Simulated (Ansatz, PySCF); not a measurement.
Pair of molecules: ethylamine (SMILES CCN) (first 10 atoms) with HF (SMILES F); geometry from B3LYP-D3(BJ)/def2-TZVP, rigid monomers moved along the line of their centres of mass till N3···H12 is 2.23 Å.
(charge 0, multiplicity 1):
```xyz
12

C      1.2488     0.4907     0.0162
C     -0.2581     0.3102    -0.0588
N     -0.6906    -0.7789     0.8387
H      1.5661     1.3184    -0.6192
H      1.5586     0.6969     1.0408
H      1.7683    -0.4086    -0.3250
H     -0.5677     0.1293    -1.0943
H     -0.7585     1.2201     0.2771
H     -1.6941    -0.9165     0.7888
H     -0.2540    -1.6555     0.5716
F     -0.0009    -0.0454     3.8657
H     -0.2858    -0.3744     2.9941
```

Counterpoise-corrected where a basis set is named; no monomer relaxation. Rows marked so take none.

Rows in 6-31G* carry no dispersion term and start afresh at each structure (6-31G* with six Cartesian d functions).

Programs: Ansatz (Gaussian orbitals); PySCF for 6-31G* rows, the dispersion terms. Each number belongs to the level named beside it.

Task: One of these levels gives -9.25 kcal/mol for the interaction energy. Which?
A. M06-2X/6-31G* (no counterpoise)
B. HF/aug-cc-pVDZ
C. PBE-D4/def2-TZVPPD

Result: B, HF/aug-cc-pVDZ. The others give -11.16 (PBE-D4/def2-TZVPPD), -12.17 (M06-2X/6-31G* (no counterpoise))

Ansatz is a quantum-chemistry and plane-wave program.
